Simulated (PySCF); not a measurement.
BrSn, doublet, geometry from GFN2-xTB (such geometries of metal compounds can be far from the true shape) (the spin is typed, not shown lowest) (core potentials on Sn); PySCF with DF-SVWN5/def2-TZVP.

PySCF was given this input:
```python
from pyscf import gto, scf, dft

mol = gto.Mole()
mol.atom = '''
    Sn   -0.000000   -0.000000   -1.039530
    Br    0.000000    0.000000    1.485043
'''
mol.basis = 'def2-tzvp'
mol.ecp = {'Sn': 'def2-tzvp'}
mol.charge = 0
mol.spin = 1
mol.verbose = 4
mol.build()

mf = dft.UKS(mol)
mf.xc = 'lda,vwn'
mf = mf.density_fit(auxbasis='def2-universal-jkfit')
mf.kernel()
mf.analyze()
```

The log (banner, timings and long lists left out):

```
PySCF version 2.14.0

[INPUT] verbose = 4
[INPUT] num. atoms = 2
[INPUT] num. electrons = 57
[INPUT] charge = 0
[INPUT] spin (= nelec alpha-beta = 2S) = 1
[INPUT] symmetry False subgroup None
[INPUT] Mole.unit = angstrom
[INPUT] Symbol           X                Y                Z      unit          X                Y                Z       unit  Magmom
[...]
nuclear repulsion = 161.400146641987
number of shells = 32
number of NR pGTOs = 194
number of NR cGTOs = 98
basis = def2-tzvp
ecp = {'Sn': 'def2-tzvp'}

******** <class 'pyscf.df.df_jk.DFUKS'> ********
method = DFUKS
initial guess = minao
damping factor = 0
level_shift factor = 0
DIIS = <class 'pyscf.scf.diis.CDIIS'>
diis_start_cycle = 1
diis_space = 8
diis_damp = 0
SCF conv_tol = 1e-09
SCF conv_tol_grad = None
SCF max_cycles = 50
direct_scf = False
number electrons alpha = 29  beta = 28
XC library pyscf.dft.libxc version 7.1.2
    S. Lehtola, C. Steigemann, M. J. T. Oliveira, and M. A. L. Marques,  SoftwareX 7, 1–5 (2018)
XC functionals = lda,vwn
    P. A. M. Dirac,  Math. Proc. Cambridge Philos. Soc. 26, 376 (1930)
    F. Bloch,  Z. Phys. 57, 545 (1929)
    S. H. Vosko, L. Wilk, and M. Nusair,  Can. J. Phys. 58, 1200 (1980)
radial grids:
    Treutler-Ahlrichs [JCP 102, 346 (1995); DOI:10.1063/1.469408] (M4) radial grids

becke partition: Becke, JCP 88, 2547 (1988); DOI:10.1063/1.454033
pruning grids: <function nwchem_prune>
grids dens level: 3
symmetrized grids: False
atomic radii adjust function: <function treutler_atomic_radii_adjust>
small_rho_cutoff = 0
Set gradient conv threshold to 3.16228e-05
tot grids = 42384
init E= -2747.00140825274

cycle= 1 E= -2780.24453682671  delta_E= -33.2  |g|= 2.73  |ddm|= 21.4
cycle= 2 E= -2708.06860910198  delta_E= 72.2  |g|=  7.7  |ddm|= 11.2
cycle= 3 E= -2784.32958805602  delta_E= -76.3  |g|= 0.684  |ddm|= 9.26
cycle= 4 E= -2784.41595077207  delta_E= -0.0864  |g|= 0.75  |ddm|= 1.69
cycle= 5 E= -2784.60303978775  delta_E= -0.187  |g|= 0.136  |ddm|=  1.3
cycle= 6 E= -2784.61266845498  delta_E= -0.00963  |g|= 0.0845  |ddm|= 1.04
cycle= 7 E= -2784.61637149877  delta_E= -0.0037  |g|= 0.0347  |ddm|= 1.02
cycle= 8 E= -2784.61566733665  delta_E= 0.000704  |g|= 0.0461  |ddm|= 1.02
cycle= 9 E= -2784.61617860157  delta_E= -0.000511  |g|= 0.0374  |ddm|= 0.0175
cycle= 10 E= -2784.61602594635  delta_E= 0.000153  |g|= 0.0401  |ddm|= 1.02
cycle= 11 E= -2784.61605311176  delta_E= -2.72e-05  |g|= 0.0396  |ddm|= 0.00103
cycle= 12 E= -2784.61630948383  delta_E= -0.000256  |g|= 0.0349  |ddm|= 0.00855
cycle= 13 E= -2784.61599402517  delta_E= 0.000315  |g|= 0.0405  |ddm|= 1.02
cycle= 14 E= -2784.6155237226  delta_E= 0.00047  |g|= 0.0478  |ddm|= 0.0611
cycle= 15 E= -2784.61523471481  delta_E= 0.000289  |g|= 0.0518  |ddm|= 0.0251
cycle= 16 E= -2784.61642006604  delta_E= -0.00119  |g|= 0.0327  |ddm|= 0.357
cycle= 17 E= -2784.61462592798  delta_E= 0.00179  |g|= 0.0592  |ddm|= 0.964
cycle= 18 E= -2784.61528182963  delta_E= -0.000656  |g|= 0.0512  |ddm|= 0.0289
cycle= 19 E= -2784.61616306763  delta_E= -0.000881  |g|= 0.0376  |ddm|= 0.0881
cycle= 20 E= -2784.61637585744  delta_E= -0.000213  |g|= 0.0335  |ddm|= 0.243
cycle= 21 E= -2784.61628640772  delta_E= 8.94e-05  |g|= 0.0353  |ddm|= 0.125
cycle= 22 E= -2784.61550437218  delta_E= 0.000782  |g|= 0.0481  |ddm|= 0.976
cycle= 23 E= -2784.61589887278  delta_E= -0.000395  |g|= 0.0421  |ddm|= 0.063
cycle= 24 E= -2784.61557774568  delta_E= 0.000321  |g|= 0.047  |ddm|= 0.0552
cycle= 25 E= -2784.61467154848  delta_E= 0.000906  |g|= 0.0587  |ddm|= 0.0381
cycle= 26 E= -2784.61479968795  delta_E= -0.000128  |g|= 0.0572  |ddm|= 0.0199
cycle= 27 E= -2784.61636313678  delta_E= -0.00156  |g|= 0.0338  |ddm|= 0.607
cycle= 28 E= -2784.61599797006  delta_E= 0.000365  |g|= 0.0405  |ddm|= 0.835
cycle= 29 E= -2784.61598663249  delta_E= 1.13e-05  |g|= 0.0407  |ddm|= 0.0047
cycle= 30 E= -2784.6157868792  delta_E= 0.0002  |g|= 0.0439  |ddm|= 0.0302
cycle= 31 E= -2784.61563236096  delta_E= 0.000155  |g|= 0.0462  |ddm|= 0.00878
cycle= 32 E= -2784.61491298512  delta_E= 0.000719  |g|= 0.0558  |ddm|= 1.02
cycle= 33 E= -2784.61459992134  delta_E= 0.000313  |g|= 0.0595  |ddm|= 0.0128
cycle= 34 E= -2784.61514063863  delta_E= -0.000541  |g|= 0.053  |ddm|= 0.022
cycle= 35 E= -2784.61613186202  delta_E= -0.000991  |g|= 0.0382  |ddm|= 0.139
cycle= 36 E= -2784.61486459848  delta_E= 0.00127  |g|= 0.0564  |ddm|= 0.147
cycle= 37 E= -2784.61583873931  delta_E= -0.000974  |g|= 0.0431  |ddm|= 0.12
cycle= 38 E= -2784.61585625073  delta_E= -1.75e-05  |g|= 0.0428  |ddm|= 0.957
cycle= 39 E= -2784.61546782945  delta_E= 0.000388  |g|= 0.0486  |ddm|= 0.099
cycle= 40 E= -2784.61507296902  delta_E= 0.000395  |g|= 0.0538  |ddm|= 0.0129
cycle= 41 E= -2784.61467072444  delta_E= 0.000402  |g|= 0.0587  |ddm|= 1.03
cycle= 42 E= -2784.61603992399  delta_E= -0.00137  |g|= 0.0398  |ddm|= 0.55
cycle= 43 E= -2784.61609938513  delta_E= -5.95e-05  |g|= 0.0387  |ddm|= 0.168
cycle= 44 E= -2784.61620577521  delta_E= -0.000106  |g|= 0.0368  |ddm|= 0.367
cycle= 45 E= -2784.61639049748  delta_E= -0.000185  |g|= 0.0333  |ddm|= 1.02
cycle= 46 E= -2784.61614877636  delta_E= 0.000242  |g|= 0.0379  |ddm|= 1.02
cycle= 47 E= -2784.61638415987  delta_E= -0.000235  |g|= 0.0334  |ddm|= 0.984
cycle= 48 E= -2784.61623386065  delta_E= 0.00015  |g|= 0.0363  |ddm|= 0.948
cycle= 49 E= -2784.6151082129  delta_E= 0.00113  |g|= 0.0534  |ddm|=    1
cycle= 50 E= -2784.61478827994  delta_E= 0.00032  |g|= 0.0573  |ddm|= 1.02
SCF not converged.
SCF energy = -2784.61478827994 after 50 cycles  <S^2> = 0.75304087  2S+1 = 2.0030386
**** SCF Summaries ****
Total Energy =                       -2784.614788279941422
Nuclear Repulsion Energy =             161.400146641986623
One-electron Energy =                -4280.465211648448530
Two-electron Energy =                 1334.450276726520542
Two-electron Coulomb Energy =         1439.854651884636269
DFT Exchange-Correlation Energy =     -105.404375158115812
**** MO energy ****
                             alpha | beta                alpha | beta
[...]
spin_pop of  0 Sn 4s       -0.00003
spin_pop of  0 Sn 5s        0.00139
spin_pop of  0 Sn 6s        0.00017
spin_pop of  0 Sn 7s       -0.00008
spin_pop of  0 Sn 8s        0.00002
spin_pop of  0 Sn 9s       -0.00002
spin_pop of  0 Sn 4px       0.00000
spin_pop of  0 Sn 4py       0.00782
spin_pop of  0 Sn 4pz       0.00012
spin_pop of  0 Sn 5px       0.00056
spin_pop of  0 Sn 5py       0.00069
spin_pop of  0 Sn 5pz       0.00007
spin_pop of  0 Sn 6px       0.00028
spin_pop of  0 Sn 6py       0.89056
spin_pop of  0 Sn 6pz       0.02047
spin_pop of  0 Sn 7px       0.00539
spin_pop of  0 Sn 7py       0.00501
spin_pop of  0 Sn 7pz       0.00041
spin_pop of  0 Sn 8px       0.00035
spin_pop of  0 Sn 8py       0.00052
spin_pop of  0 Sn 8pz       0.00005
spin_pop of  0 Sn 4dxy     -0.00333
spin_pop of  0 Sn 4dyz     -0.00209
spin_pop of  0 Sn 4dz^2    -0.00151
spin_pop of  0 Sn 4dxz     -0.00375
spin_pop of  0 Sn 4dx2-y2    0.00018
spin_pop of  0 Sn 5dxy      0.00154
spin_pop of  0 Sn 5dyz      0.00087
spin_pop of  0 Sn 5dz^2     0.00103
spin_pop of  0 Sn 5dxz      0.00175
spin_pop of  0 Sn 5dx2-y2   -0.00016
spin_pop of  0 Sn 6dxy      0.00181
spin_pop of  0 Sn 6dyz      0.00058
spin_pop of  0 Sn 6dz^2     0.00488
spin_pop of  0 Sn 6dxz      0.00167
spin_pop of  0 Sn 6dx2-y2   -0.00003
spin_pop of  0 Sn 4f-3     -0.00000
spin_pop of  0 Sn 4f-2     -0.00000
spin_pop of  0 Sn 4f-1     -0.00001
spin_pop of  0 Sn 4f+0     -0.00002
spin_pop of  0 Sn 4f+1      0.00002
spin_pop of  0 Sn 4f+2     -0.00000
spin_pop of  0 Sn 4f+3      0.00000
spin_pop of  0 Sn 5f-3     -0.00001
spin_pop of  0 Sn 5f-2     -0.00000
spin_pop of  0 Sn 5f-1     -0.00008
spin_pop of  0 Sn 5f+0      0.00022
spin_pop of  0 Sn 5f+1      0.00081
spin_pop of  0 Sn 5f+2     -0.00002
spin_pop of  0 Sn 5f+3     -0.00001
spin_pop of  1 Br 1s       -0.00000
spin_pop of  1 Br 2s       -0.00000
spin_pop of  1 Br 3s       -0.00000
spin_pop of  1 Br 4s       -0.00003
spin_pop of  1 Br 5s        0.00059
spin_pop of  1 Br 6s        0.00000
spin_pop of  1 Br 2px       0.00000
spin_pop of  1 Br 2py      -0.00000
spin_pop of  1 Br 2pz      -0.00000
spin_pop of  1 Br 3px       0.00002
spin_pop of  1 Br 3py      -0.00001
spin_pop of  1 Br 3pz      -0.00000
spin_pop of  1 Br 4px       0.03837
spin_pop of  1 Br 4py      -0.01767
spin_pop of  1 Br 4pz      -0.00877
spin_pop of  1 Br 5px       0.01235
spin_pop of  1 Br 5py       0.00043
spin_pop of  1 Br 5pz       0.00019
spin_pop of  1 Br 6px       0.00288
spin_pop of  1 Br 6py       0.00009
spin_pop of  1 Br 6pz       0.00003
spin_pop of  1 Br 3dxy     -0.00000
spin_pop of  1 Br 3dyz     -0.00000
spin_pop of  1 Br 3dz^2    -0.00000
spin_pop of  1 Br 3dxz      0.00000
spin_pop of  1 Br 3dx2-y2   -0.00000
spin_pop of  1 Br 4dxy      0.00000
spin_pop of  1 Br 4dyz      0.00044
spin_pop of  1 Br 4dz^2     0.00052
spin_pop of  1 Br 4dxz      0.01627
spin_pop of  1 Br 4dx2-y2   -0.00000
spin_pop of  1 Br 5dxy      0.00000
spin_pop of  1 Br 5dyz      0.00044
spin_pop of  1 Br 5dz^2     0.00025
spin_pop of  1 Br 5dxz      0.01309
spin_pop of  1 Br 5dx2-y2   -0.00000
spin_pop of  1 Br 6dxy     -0.00000
spin_pop of  1 Br 6dyz      0.00004
spin_pop of  1 Br 6dz^2     0.00001
spin_pop of  1 Br 6dxz      0.00141
spin_pop of  1 Br 6dx2-y2   -0.00000
spin_pop of  1 Br 4f-3     -0.00000
spin_pop of  1 Br 4f-2      0.00000
spin_pop of  1 Br 4f-1      0.00004
spin_pop of  1 Br 4f+0      0.00000
spin_pop of  1 Br 4f+1      0.00095
spin_pop of  1 Br 4f+2     -0.00000
spin_pop of  1 Br 4f+3     -0.00000
In total            29.00000 | 28.00000
Dipole moment(X, Y, Z, Debye): -0.00000, -0.00000, -2.34606
```

The run did not converge; its last values are not results.
